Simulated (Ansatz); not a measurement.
Born–Oppenheimer molecular dynamics of BFH₆OSi (10 atoms, charge 0, multiplicity 1). It starts at the highest image of a converged band. Of that band: Neighbouring images differ by up to 2.0 eV, so the band resolves the path poorly. A vibrational analysis at the climbing image gives one clearly imaginary mode, 1066i cm⁻¹: a first-order saddle point.

Computed with RKS PBE-D4/6-31G* in Ansatz 0.2.0.

- ensemble: NVE (velocity Verlet)
- time step: 0.5 fs
- steps asked: 200
- starting velocities drawn for: 300 K
- seed: 5983

First frame:

```xyz
10
Properties=species:S:1:pos:R:3
B 0.013 0.187 0.262
H -0.317 -0.565 1.368
F 1.325 -0.151 -0.020
O -1.028 0.109 -0.686
H -1.114 -0.807 -1.014
Si -0.004 2.303 0.799
H 1.015 2.710 1.824
H 0.408 2.825 -0.543
H -1.342 2.864 1.181
H -0.255 0.468 1.488
```

Q: How far do the bonds stretch over the last three quarters of this one trajectory? (Pairs bonded in most of those frames.)

A: 
```csv
bond,mean (Å),spread (Å),shortest,longest
B1–F3,1.355,0.029,1.29,1.41
B1–O4,1.369,0.017,1.34,1.40
B1–Si6,2.064,0.091,1.90,2.20
H2–H10,0.754,0.030,0.71,0.80
O4–H5,0.988,0.005,0.98,1.00
Si6–H7,1.506,0.012,1.49,1.52
Si6–H8,1.516,0.012,1.49,1.54
Si6–H9,1.512,0.043,1.44,1.58
```

Mean temperature of the second half: 1336 K. The conserved energy stayed within 0.14 meV per atom of its start (net change 0.026 meV per atom), so the integration is sound. The kinetic energy rose, since the run started high on the potential surface and went downhill. It ends in pieces (BFH4OSi + H2), so much of that is their flight and rotation, not heat. A run of 0.1 ps of so small a system gives no equilibrium averages. The orbitals stay closed-shell, which can raise the energy where a bond breaks towards radicals; this wasn't checked here.

Time of the run: 7.1 min on 1 thread of Arm Neoverse V1 (shared host), peak memory 0.15 GiB.
